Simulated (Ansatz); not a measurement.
`[CH3][GeH2][CH2][AlH2]` + `[OH][GaH2]` → `[AlH2][O][GaH2]` + `[CH3][GeH2][CH3]`  (ligand exchange at the Al–C bond)

Isolated molecules relaxed with PBE0-D4/def2-TZVP in Ansatz; ΔE leaves out vibrations. CCSD(T)/CBS adds triple-zeta CCSD(T) − MP2 to the extrapolated MP2 energy (def2 sets, frozen cores). Functionals use def2-TZVPP. For Ga, Ge outer-core shells are correlated without core-valence functions, which leaves a few kJ/mol of doubt a bond. Scalar relativity is left out up to krypton. One conformer a species, not always the lowest.

(1) Is it downhill or uphill in electronic energy at CCSD(T)/CBS, and by how much? (Estimate.)

(2) What do these levels give: PBE0-D4, PBE0, HF/def2-TZVPP, HF/def2-QZVPP, HF/CBS(def2), MP2/CBS(def2)? (An estimate is asked.)

Largest T1 diagnostic among the species: 0.015.

Answers

(1) Computed: Downhill: ΔE = -144.5 kJ/mol.

(2) Computed: PBE0-D4 -134.4, PBE0 -137.2, HF/def2-TZVPP -181.3, HF/def2-QZVPP -182.2, HF/CBS(def2) -182.3, MP2/CBS(def2) -146.5 kJ/mol.

In def2-TZVPP, CCSD(T) changes the Hartree–Fock value by +32.6 kJ/mol (the triples alone add +5.2 kJ/mol) and MP2 by +30.5 kJ/mol. From PBE to PBE0 (25 % exact exchange), in def2-TZVPP and without D4, ΔE moves by −5.4 kJ/mol.
